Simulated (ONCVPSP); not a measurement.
**Configuration tests for I (ONCV)**

I, optimised norm-conserving Vanderbilt (ONCV), made with ONCVPSP 4.0.1 (LDA (Perdew-Zunger), fully relativistic). Core [Kr], reference 4d10 5s1.5 5p5.5. Waves: 5s: rc 1.80 bohr, ncon 5, nbas 10, qcut 3.8 1/bohr, 2 projectors, debl 3.6 Ha; 5p: rc 1.90 bohr, ncon 3, nbas 8, qcut 3.5 1/bohr, 3 projectors, debl 1.9 Ha; 4d: rc 1.10 bohr, ncon 4, nbas 9, qcut 11.5 1/bohr, 2 projectors, debl 3.7 Ha; f scattering state at 0.3 Ha: rc 1.95 bohr, ncon 4, nbas 8, qcut 5.8 1/bohr, 3 projectors, debl 2.9 Ha. Local part: polynomial inside 0.85 bohr (lpopt 2, dvloc0 0 Ha). Core correction: none.

Open shells are filled in proportion to 2j + 1.

Energies are relative to the spin-unpolarised reference configuration 4d10 5s1.5 5p5.5; without spin polarisation the order of configurations can differ from experiment.

| valence configuration | charge | ΔE all-electron (eV) | error AE − PS (meV) |
| --- | --- | --- | --- |
| 4d10 5s2 5p4 | +1 | 6.126 | +3.9 |
| 4d10 5s2 5p3 | +2 | 26.220 | +9.0 |

**Question.** What are ΔE and the potential's error for 4d10 5s2 5p5?

**Answer.** ΔE = -5.207 eV all-electron; the error (AE − PS) is +1.6 meV.

**Question.** What are ΔE and the potential's error for 4d10 5s2 5p4.5?

**Answer.** ΔE = -0.578 eV all-electron; the error (AE − PS) is +2.5 meV.

Levels in the configuration 4d10 5s2 5p5:

```
   level  all-electron (eV)  pseudo (eV)
4d j=5/2            -49.575      -49.587
4d j=3/2            -51.299      -51.309
5s j=1/2            -17.633      -17.636
5p j=3/2             -6.926       -6.925
5p j=1/2             -7.958       -7.955
```

Note: ghosts flagged at negative energy: s at -101.1 eV; GHOST(+) flagged for p3/2 at 104.1 eV, p1/2 at 118.4 eV. A true bound ghost makes a file unfit for plane-wave use.
